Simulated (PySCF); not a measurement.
Si(Cl)(H)2(SH) (ClH3SSi), SMILES S[SiH2]Cl. The structure is a stationary point at B3LYP-D3(BJ)/def2-TZVP. The values are those of a single conformer.

Computed with B3LYP-D3(BJ)/def2-TZVP run with PySCF.

Harmonic wavenumbers (cm⁻¹): 161, 217, 481, 511, 555, 700, 807, 878, 944, 2259, 2276, 2669. Rotational constants (GHz): 13.57, 2.369, 2.092; symmetry number 1.

Question: Work out the zero-point energy and the ideal-gas rigid-rotor harmonic-oscillator thermochemistry at 298.15 K and 1 atm.

Answer: ZPE = ½ Σ hcν = ½ × 12458 cm⁻¹ = 74.52 kJ/mol. H − E(el) = 89.93 kJ/mol. Entropy in J/(mol K): translation 166.01, rotation 108.67, vibration 29.99, total 304.67. G − E(el) = -0.91 kJ/mol. Cp = 74.28 J/(mol K).
